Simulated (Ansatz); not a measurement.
## Worked example: the enthalpy of C2Br2F4 + C2H3F → C2BrF5 + C2H3Br

Species: C2Br2F4 (1,2-dibromotetrafluoroethane) `FC(F)(Br)C(F)(F)Br`, singlet; C2H3F `C=CF`, singlet; C2BrF5 `FC(F)(F)C(F)(F)Br`, singlet; C2H3Br (vinyl bromide) `C=CBr`, singlet. The partners trade Br for F; both sit on C, so the bond types are kept.

Shapes, held fixed at every level: PBE0-D4/def2-TZVP. Flexible molecules stand in one conformer, not always the lowest. Programs: Ansatz 0.2.0. The zero-point and thermal terms to 298 K, harmonic and unscaled (PBE0-D4/def2-TZVP), stand in the table.

At wB97M-V/def2-TZVPP; 1 Eh = 2625.50 kJ/mol:

```
species   energy (Eh)  H(298 K) − E (kJ/mol)  tabulated ΔfH (kJ/mol)
C2Br2F4  -5623.698706                   87.8                  -789.1
  C2H3F   -177.836004                  127.2                  -142.5
 C2BrF5  -3149.565721                   93.0                 -1064.4
 C2H3Br  -2651.988659                  122.9                   +73.7
```

Q: Work out the reaction enthalpy at 298 K from the calculation and from the table of heats.

A: 
1. Electronic: (-3149.565721) + (-2651.988659) − [(-5623.698706) + (-177.836004)] = -0.019670 Eh = -51.6 kJ/mol.
2. Zero-point and thermal: (93.0) + (122.9) − [(87.8) + (127.2)] = +0.9 kJ/mol.
3. Computed ΔH = -50.7 kJ/mol.
4. From the heats of formation (Active Thermochemical Tables, CRC Handbook of Chemistry and Physics): (-1064.4) + (73.7) − [(-789.1) + (-142.5)] = -59.1 kJ/mol.
5. Computed less tabulated: +8.4 kJ/mol. Tabulated heats carry uncertainties of their own. The tabulated value of C2Br2F4 is in doubt (older tables, estimates, or at odds with other calculations) and kept here.

Relativity is left out for Br.
